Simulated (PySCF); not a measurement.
Te(F)(SH) (FHSTe), SMILES F[Te]S. The structure is a stationary point at B3LYP-D3(BJ)/def2-TZVP. The def2 effective core potentials stand for the cores of Te; spin–orbit coupling is left out. One conformer was computed; it need not be the lowest.

These are B3LYP-D3(BJ)/def2-TZVP in PySCF 2.14.0 values and carry that method's errors.

Harmonic wavenumbers (cm⁻¹): 164, 369, 387, 580, 790, 2634. Rotational constants (GHz): 8.869, 3.037, 2.298; symmetry number 1.

Work out the zero-point energy and the ideal-gas rigid-rotor harmonic-oscillator thermochemistry at 298.15 K and 1 atm.

ZPE = ½ Σ hcν = ½ × 4925 cm⁻¹ = 7.04 kcal/mol. H − E(el) = 10.37 kcal/mol. Entropy in cal/(mol K): translation 41.46, rotation 26.05, vibration 5.30, total 72.82. G − E(el) = -11.34 kcal/mol. Cp = 14.61 cal/(mol K).
